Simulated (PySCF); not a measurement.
C3H2F3, SMILES C=C(F)[C](F)F, multiplicity 2. Atoms are numbered in the order given.

```xyz
8

C     -1.0815    -1.5733     0.0000
C      0.0053    -0.7293     0.0000
F      1.2482    -1.2395     0.0000
C     -0.0444     0.6600     0.0000
F     -1.1806     1.3250     0.0000
F      1.0146     1.4341     0.0000
H     -2.0930    -1.1700     0.0000
H     -0.9233    -2.6513     0.0000
```
Charge 0, spin multiplicity 2.

The structure is a stationary point at B3LYP-D3(BJ)/def2-SVP. The isomer is the one that the SMILES or the coordinates give; other isomers of the formula were not compared. Other conformers were not sampled.

These are PBE/pcH-1 (PySCF) values and carry that method's errors.

Unrestricted Kohn–Sham, ⟨S²⟩ = 0.762. Hyperfine tensors hold the contact and dipolar terms, without spin-orbit corrections.

**Question.** Estimate the hyperfine couplings. (The exact figures need the calculation; the answer reports its results.)

**Answer.** 
```csv
nucleus,A(iso) (MHz),A(iso) (G),dipolar principal values (MHz)
13C no. 1,39.5,14.1,"-47.6, -46.2, 93.7"
13C no. 2,-46.2,-16.5,"-18.0, 6.7, 11.2"
19F no. 3,-17.4,-6.2,"-48.1, 15.1, 33.0"
13C no. 4,53.0,18.9,"-55.3, -54.0, 109.3"
19F no. 5,60.5,21.6,"-155.1, -130.6, 285.7"
19F no. 6,67.3,24.0,"-177.8, -156.4, 334.2"
1H no. 7,-35.1,-12.5,"-19.0, -1.5, 20.5"
1H no. 8,-37.2,-13.3,"-22.4, -0.3, 22.7"
```

**Question.** And the g tensor (effective nuclear charges for spin-orbit coupling, GIAO)? (The exact figures need the calculation; the answer reports its results.)

**Answer.** principal values 2.0020, 2.0042, 2.0044; isotropic 2.0035.
